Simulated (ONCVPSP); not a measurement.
**C: what ONCVPSP 4.0.1 does with a changed input**

Command:

```bash
oncvpspnr.x < C.dat > C.out
```

Input:

```
# ATOM AND REFERENCE CONFIGURATION
# atsym  z   nc   nv     iexc    psfile
  C 6.00    1    2  -001012      upf
#
#   n    l    f
    1    0    2.00
    2    0    2.00
    2    1    2.00
#
# PSEUDOPOTENTIAL AND OPTIMIZATION
# lmax
    1
#
#   l,   rc,      ep,       ncon, nbas, qcut
    0    1.00    0.00    4    9    6.40
    1    1.85    0.00    3    8    8.90
#
# LOCAL POTENTIAL
# lloc, lpopt,  rc(5),   dvloc0
    4    5    0.65   -1.00
#
# VANDERBILT-KLEINMAN-BYLANDER PROJECTORs
# l, nproj, debl
    0    2    2.50
    1    2    3.60
#
# MODEL CORE CHARGE
# icmod, fcfact, rcfact
    3    4.00    0.30
#
# LOG DERIVATIVE ANALYSIS
# epsh1, epsh2, depsh
   -2.00    5.00    0.02
#
# OUTPUT GRID
# rlmax, drl
    6.00    0.01
#
# TEST CONFIGURATIONS
# ncnf
    4
# nvcnf
#   n    l    f
    2
    2    0    2.00
    2    1    1.00
#
    2
    2    0    2.00
    2    1    0.00
#
    2
    2    0    1.00
    2    1    0.00
#
    2
    2    0    0.00
    2    1    4.00
#
```

This is an input that runs to its end, with one change: model core set to icmod 3, fcfact 4.00, rcfact 0.30.

How does the run end?

The program runs through. Ghost flags: none; the largest excitation error among the 4 tests with output is 484 meV, against 116 meV for the unchanged input. (oncvpspnr.x prints a scalar-relativistic banner.)

```
   2   0  2.0000   -0.94041773   -0.93960384    8.14D-04
   2   1  1.0000   -0.62928317   -0.62723551    2.05D-03

    Total energies and differences
      AE_ref= -3.74243616D+01  AE_tst= -3.70205444D+01  dif=  4.04D-01
      PS_ref= -5.33486396D+00  PS_tst= -4.93172481D+00  dif=  4.03D-01
      PSP excitation error=  6.78D-04

Test configuration 2

   n   l     f        eae           eps        diff
   1   0  2.0000  -11.23965187
   2   0  2.0000   -1.47555020   -1.46884235    6.71D-03

    Total energies and differences
      AE_ref= -3.74243616D+01  AE_tst= -3.61289398D+01  dif=  1.30D+00
      PS_ref= -5.33486396D+00  PS_tst= -4.04615099D+00  dif=  1.29D+00
      PSP excitation error=  6.71D-03

Test configuration 3

   n   l     f        eae           eps        diff
   1   0  2.0000  -12.08992297
   2   0  1.0000   -2.05207395   -2.03504549    1.70D-02

    Total energies and differences
      AE_ref= -3.74243616D+01  AE_tst= -3.43669939D+01  dif=  3.06D+00
      PS_ref= -5.33486396D+00  PS_tst= -2.29527305D+00  dif=  3.04D+00
      PSP excitation error=  1.78D-02

Test configuration 4

   n   l     f        eae           eps        diff
   1   0  2.0000  -10.00586792
   2   1  4.0000   -0.22714438   -0.22766370   -5.19D-04

    Total energies and differences
      AE_ref= -3.74243616D+01  AE_tst= -3.68185019D+01  dif=  6.06D-01
      PS_ref= -5.33486396D+00  PS_tst= -4.73010953D+00  dif=  6.05D-01
      PSP excitation error=  1.11D-03
```
